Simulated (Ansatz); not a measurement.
Species: sum formula LiOH (charge 0, singlet). 
Coordinates optimised at B3LYP-D3(BJ)/def2-TZVP (Ansatz, an electronic-structure program):
```
O
H 1 0.9514
Li 1 1.5725 2 180.00
```

Basis-set convergence of Hartree-Fock and CCSD correlation energies (hartree) with Ansatz. Correlated levels leave the core frozen unless marked. No spin-orbit coupling. No relativistic terms.

```
basis        functions      E(HF)  E(corr, CCSD)
-----------  ---------  ---------  -------------
def2-SVPD           43  -82.86348       -0.22556
def2-TZVPPD         79  -82.95540       -0.27127
def2-QZVPPD        134  -82.95940       -0.28944
```

Extrapolating the two largest sets (X = 3 and 4) as X^-3: E(corr) = (64·(-0.28944) - 27·(-0.27127))/37 = -0.3027 Eh, an estimate of the basis-set limit. The largest set recovers 95.6 % of it, the smallest 74.5 %.
